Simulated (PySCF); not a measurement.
PySCF was given this input:
```python
from pyscf import gto, scf, dft

mol = gto.M(
    atom='''
Si   -0.00666824   -0.00277970    0.12275926
H     0.04778718    1.13172388   -0.83406892
H     0.04556812   -1.09280805   -0.88456070
''',
    basis='cc-pvdz',
    verbose=4,
)

mf = dft.RKS(mol)
mf.xc = 'b3lyp'
mf.kernel()
```

Task: Estimate the HOMO-LUMO gap that B3LYP/cc-pVDZ (PySCF) returns for this input.

Result: 3.16 eV

Task: Estimate the total energy that B3LYP/cc-pVDZ returns for this input.

Result: -290.627690 Ha

Task: Estimate the number of basis functions that B3LYP/cc-pVDZ returns for this input.

Result: 28

Task: Predict the dipole moment from B3LYP/cc-pVDZ.

Result: 0.48 D
